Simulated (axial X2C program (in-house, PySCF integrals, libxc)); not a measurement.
# Correcting the dissociation energy of MoBr for spin–orbit coupling

A spin-free PBE0 curve (one-electron X2C) was computed with an in-house all-electron X2C program for linear molecules (integrals from PySCF), basis Mo dyall-cv3z [11s12p9d5f3g], Br dyall-cv3z [8s9p6d4f1g] (cores contracted in-house), for the state M_S = 5/2, Λ = 0 (beyond evenly filled blocks: σα, π+α, π-α, δ+α, δ-α). It gives D0 = 3.300 eV to Mo + Br, which in a spin-free picture are the weighted means of the ground terms.

Measured levels of the ground terms (NIST Handbook of Basic Atomic Spectroscopic Data), in cm⁻¹: Mo 7S: J = 3 at 0; Br 2P: J = 3/2 at 0, J = 1/2 at 3685.2.

The molecular state has Λ = 0, so it has no first-order lowering.

(1) How far does each ground level lie under the (2J+1)-weighted mean of its term?

(2) Correct D0.

Second-order spin–orbit effects in the molecule, which grow quickly with Z, are left out. One determinant describes the state; a PBE0 search over occupations chose it and may have missed a lower one. Dissociation energies refer to the lowest single-determinant-based atoms at the same level and basis.

## Answers

(1) Mo: a single level, 0; Br: (4 × 0 + 2 × 3685.2)/6 = 1228 cm⁻¹.

(2) D0 = 3.300 + (0 − 1228)/8065.5 = 3.148 eV at PBE0 with these spin–orbit terms. The direct two-component run, taken to the lowest atomic determinants of a wider search where it found them, gives 3.196 eV; the difference holds second-order terms in the molecule, scalar two-electron terms, the gap between measured and computed atomic splittings (a 2c atom can miss part of its lowering) and, in coupled cluster, the truncation of each run.
